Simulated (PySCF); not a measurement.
A PySCF script (with the pyscf-properties extension) for the NMR shieldings of `C/C=C/C=C\S[SiH3]`, C5H10SSi, on a GFN2-xTB geometry:

```python
import basis_set_exchange as bse
import numpy as np
from pyscf import gto, dft
from pyscf.prop import nmr

atoms = """
C    -3.295293   -0.750646    1.191694
C    -2.351923   -0.622316    0.047082
C    -1.070561   -0.269036    0.155223
C    -0.178259   -0.151822   -0.966081
C     1.109082    0.200119   -0.893458
S     1.947948    0.587054    0.604754
Si    3.907807    1.028642   -0.156384
H    -4.142078   -0.076358    1.059947
H    -3.692402   -1.765034    1.241921
H    -2.803056   -0.518114    2.132415
H    -2.767969   -0.839035   -0.929261
H    -0.643504   -0.050145    1.124457
H    -0.589496   -0.367830   -1.944225
H     1.720923    0.267650   -1.779190
H     3.781880    2.139574   -1.094487
H     4.398823   -0.162538   -0.842058
H     4.661081    1.361866    1.037740
"""
names = dict.fromkeys(["C", "S", "Si", "H"], "pcSseg-1")
basis = {el: gto.basis.parse(bse.get_basis(n, elements=[el], fmt="nwchem")) for el, n in names.items()}
mol = gto.M(atom=atoms, basis=basis, charge=0, verbose=0)
mf = dft.RKS(mol, xc="PBE0")
mf.grids.level = 2
mf.grids.alignment = dft.numint.BLKSIZE   # the property module wants whole blocks of grid points
mf.conv_tol = 1e-9
mf.kernel()

calc = nmr.RKS(mf)   # GIAO
C = mf.mo_coeff
Co = C[:, mf.mo_occ > 0]
resp = mf.gen_response(singlet=True, hermi=2)
def vind(x):   # induced exchange potential for any number of trial vectors
    d = np.einsum("pi,xij,qj->xpq", C, 2 * x.reshape(-1, C.shape[1], Co.shape[1]), Co, optimize=True)
    return np.einsum("xpq,pi,qj->xij", resp(d - d.transpose(0, 2, 1)), C, Co, optimize=True).ravel()
mo1, _ = nmr.rhf.solve_mo1(calc, with_cphf=vind)
sigma = calc.kernel(mo1)
for i, s in enumerate(sigma):   # ppm
    print("%2d %-2s %9.2f" % (i, mol.atom_pure_symbol(i), np.trace(s) / 3))
```

**Question.** What are the results?

**Answer.** 
```
 0 C     164.17
 1 C      47.74
 2 C      53.41
 3 C      51.13
 4 C      59.79
 5 S     635.44
 6 Si    403.42
 7 H      29.63
 8 H      29.63
 9 H      29.79
10 H      25.79
11 H      24.87
12 H      25.32
13 H      26.24
14 H      26.97
15 H      26.97
16 H      27.17
```

These numbers come from an equivalent density-fitted implementation of the same equations, which agrees with the script to about 0.01 ppm for H and up to a few tenths of a ppm for heavy atoms, so last digits may differ.

**Question.** Turn these shieldings into chemical shifts. Scale: ¹³C (σ = 186.93 ppm) and ²⁹Si (σ = 349.16 ppm) and ¹H (σ = 31.72 ppm) vs TMS; ³³S (σ = 503.73 ppm) vs CS2 (reference shieldings calculated alike).

**Answer.** Averaging equivalent atoms: C 1: 139.2; C 3: 135.8; C 2: 133.5; C 4: 127.1; C 0: 22.8; S 5: -132; Si 6: -54.3; H 11: 6.85; H 12: 6.40; H 10: 5.93; H 13: 5.48; H 14/15/16: 4.68; H 7/8/9: 2.03 ppm. 

Size and cost of the density-fitted run: 183 basis functions, 82 s wall time (73 s CPU) on 1 thread of an Intel Xeon, shared host; peak memory 0.82 GiB.
